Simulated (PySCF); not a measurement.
Ge(H)3(Me) (CH₆Ge), SMILES [CH3][GeH3]. The structure is a stationary point at B3LYP-D3(BJ)/def2-TZVP.

These are PySCF with B3LYP-D3(BJ)/def2-TZVP values and carry that method's errors.

Harmonic wavenumbers (cm⁻¹): 164, 490, 490, 593, 843, 851, 851, 901, 901, 1277, 1469, 1469, 2126, 2127, 2127, 3048, 3128, 3128. Rotational constants (GHz): 53.36, 8.525, 8.525; symmetry number 3.

Task: Work out the zero-point energy and the ideal-gas rigid-rotor harmonic-oscillator thermochemistry at 298.15 K and 1 atm.

Result: ZPE = ½ Σ hcν = ½ × 25983 cm⁻¹ = 37.14 kcal/mol. H − E(el) = 40.50 kcal/mol. Entropy in cal/(mol K): translation 39.43, rotation 19.76, vibration 5.19, total 64.38. G − E(el) = 21.31 kcal/mol. Cp = 16.50 cal/(mol K).
